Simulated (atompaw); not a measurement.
# u(r) = r·R(r): atom against pseudo-atom (lead)

Columns: radius, all-electron u(r) and pseudo u(r) of the 6s shell (level -12.04 eV) of lead in the configuration [Xe] 4f14 5d10 6s2 6p2; PBE, scalar-relativistic, PAW (atompaw) scheme, atompaw 4.2.0.5.

| r (bohr) | all-electron | pseudo |
| --- | --- | --- |
| 0.087 | -0.0634 | 0.0595 |
| 0.173 | -0.0795 | 0.1179 |
| 0.260 | 0.2084 | 0.1762 |
| 0.346 | 0.2102 | 0.2328 |
| 0.433 | 0.0095 | 0.2884 |
| 0.519 | -0.2046 | 0.3417 |
| 0.606 | -0.3411 | 0.3934 |
| 0.692 | -0.3780 | 0.4420 |
| 0.779 | -0.3327 | 0.4886 |
| 0.865 | -0.2327 | 0.5316 |
| 0.952 | -0.1010 | 0.5719 |
| 1.038 | 0.0399 | 0.6084 |
| 1.125 | 0.1796 | 0.6419 |
| 1.212 | 0.3080 | 0.6716 |
| 1.298 | 0.4194 | 0.6972 |
| 1.385 | 0.5145 | 0.7193 |
| 1.471 | 0.5911 | 0.7373 |
| 1.558 | 0.6518 | 0.7516 |
| 1.644 | 0.6967 | 0.7618 |
| 1.731 | 0.7285 | 0.7682 |
| 1.817 | 0.7482 | 0.7707 |
| 1.904 | 0.7582 | 0.7694 |
| 1.990 | 0.7596 | 0.7643 |
| 2.077 | 0.7540 | 0.7555 |
| 2.163 | 0.7429 | 0.7431 |
| 2.250 | 0.7270 | 0.7270 |

(1) How many radial nodes do the two functions have?

(2) Where does each function peak?

(3) Is the pseudo-wave norm-conserving?

Results:

(1) The all-electron 6s function has n − l − 1 = 5 (the table is too coarse to show those close to the nucleus); the pseudo-wave has 0, since the states of the same l below it are removed with the core.

(2) Outermost all-electron maximum near 1.99 bohr, pseudo maximum near 1.82 bohr (to the table’s step).

(3) No, it belongs to a PAW set: the norm inside the radius is not constrained, and the difference is carried by the augmentation charge.
